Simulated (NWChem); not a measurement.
System: CH3Mg cation; SMILES [CH3][Mg+]

```xyz
5

Mg     0.0000     0.0000    -0.9494
C      0.0000     0.0000     1.1488
H      0.7405     0.7405     1.4581
H      0.2710    -1.0115     1.4581
H     -1.0115     0.2710     1.4581
```
Atoms are numbered in this order, from 1.

Coordinates come from a B3LYP/6-31G* (spherical d) optimisation.

Q: Give the principal values of the shielding tensors (ppm) of Mg1, C2 from PBE/pcSseg-1, GIAO (NWChem), with their diamagnetic and paramagnetic parts as GIAO splits them.

A: 
```tsv
atom	σ11	σ22	σ33	isotropic	diamagnetic	paramagnetic
Mg1	632.2	632.2	702.8	655.7	706.0	-50.3
C2	146.2	146.2	193.5	162.0	252.5	-90.5
```
